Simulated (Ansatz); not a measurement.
SbH₄Br, singlet: a pair in one relaxed arrangement.

The input file, in.yaml:

```yaml
crystal:
  periodic: [false, false, false]
  atoms:
    - {symbol: Br, position_ang: [-0.398629, 0.404991, -2.784044]}
    - {symbol: H, position_ang: [-0.540928, -0.901092, -2.241920]}
    - {symbol: Sb, position_ang: [0.276074, 0.834426, 1.130201]}
    - {symbol: H, position_ang: [0.451833, 0.113099, 2.671273]}
    - {symbol: H, position_ang: [1.310211, -0.327705, 0.426086]}
    - {symbol: H, position_ang: [-1.098461, -0.123720, 0.798404]}
basis:
  gaussian: {orbitals: "def2-TZVPPD.json"}
hamiltonian: {xc: {name: B2PLYP}}
```

The basis file named in the input lies beside it (Basis Set Exchange, JSON).

Run by:

```bash
ansatz run in.yaml --threads 4 --pin off --events-out ev --progress --plain --max-ram 9574MiB
```

Output of Ansatz 0.2.0:

```
Functional definition: B2PLYP
  name "B2PLYP"
  cite "Grimme, J. Chem. Phys. 124, 034108 (2006) doi:10.1063/1.2148954"
  cite "Becke, Phys. Rev. A 38, 3098 (1988) doi:10.1103/PhysRevA.38.3098"
  cite "Lee, Yang & Parr, Phys. Rev. B 37, 785 (1988) doi:10.1103/PhysRevB.37.785"
  parameter a = 0.53
  parameter c = 0.27
  exchange = (1 - a)*b88_x + a*exact_x
  correlation = (1 - c)*lyp_c + c*(mp2_os + mp2_ss)
1210 factors; integrals over basis functions are off by at most 8.3e-4 eV
mean field evaluation 1: about -76626.3810 eV, gradient 8.4e0 eV
mean field evaluation 2: about -76626.4042 eV, gradient 8.4e0 eV
mean field evaluation 4: about -76626.6630 eV, gradient 1.4e0 eV
mean field evaluation 8: about -76626.6668 eV, gradient 1.6e-2 eV
mean field evaluation 16: about -76626.6668 eV, gradient 2.2e-6 eV
mean field -76626.66675900 eV, -2815.9780639731 hartree, gradient 2.2e-6 eV, S^2 0.000000; 0 other end points of the search recorded, 0 dependent functions left out
13 core orbitals not correlated: weight in the atoms' cores, before any rotation towards them, 1.000 or more for the frozen orbitals, at most 0.000 for the correlated occupied ones
reference -76626.66693219 eV, -2815.9780703378 hartree; 18, 18 occupied and 150, 150 virtual orbitals, 1210 factors
second order -21.39620130 eV of doubles, -0.00000000 eV of singles
Total energy: -76632.44390654 eV, -2816.1903702294 hartree
```

Hardware: 4 CPU threads of an Arm Neoverse N1, shared host. Wall time about 5.5 s.
